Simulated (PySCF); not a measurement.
Si(F)2(Br)(NH2) (BrF₂H₂NSi), SMILES N[Si](F)(F)Br.

Coordinates come from a PBE0-D3(BJ)/def2-SVP optimisation. This is a generated structure with no PubChem entry under its InChIKey; it may be hypothetical. Other conformers were not sampled.

Method: TDA-PBE/def2-SVPD (PySCF 2.14.0).

Vertical excitations.  State labels are in the subgroup Cs.

Computed UV-visible absorptions:
```
state  symmetry  energy (eV)  λ (nm)      f                                                main pairs
-----  --------  -----------  ------  -----  --------------------------------------------------------
S1           A'         6.12     203  0.055                                            HOMO→LUMO 98 %
S2           A"         6.69     185  0.031                                          HOMO−1→LUMO 98 %
S3           A'         6.97     178  0.026                        HOMO−2→LUMO 70 %, HOMO→LUMO+1 29 %
S4           A'         7.13     174  0.042                        HOMO→LUMO+1 70 %, HOMO−2→LUMO 28 %
S5           A"         7.18     173  0.000                                         HOMO→LUMO+2 100 %
S6           A"         7.74     160  0.002                                        HOMO−1→LUMO+1 97 %
S7           A'         7.91     157  0.004                      HOMO→LUMO+3 58 %, HOMO−1→LUMO+2 26 %
S8           A'         8.00     155  0.015  HOMO−2→LUMO+1 61 %, HOMO→LUMO+3 21 %, HOMO−1→LUMO+2 13 %
S9           A"         8.01     155  0.000                                         HOMO→LUMO+5 100 %
S10          A'         8.04     154  0.015                      HOMO→LUMO+4 75 %, HOMO−1→LUMO+2 19 %
T1           A'         5.75     216      0                                            HOMO→LUMO 99 %
T2           A"         6.40     194      0                                          HOMO−1→LUMO 99 %
T3           A'         6.68     186      0                        HOMO−2→LUMO 86 %, HOMO→LUMO+1 13 %
T4           A'         6.85     181      0                                          HOMO→LUMO+1 86 %
```
Triplets are in the Tamm–Dancoff approximation.
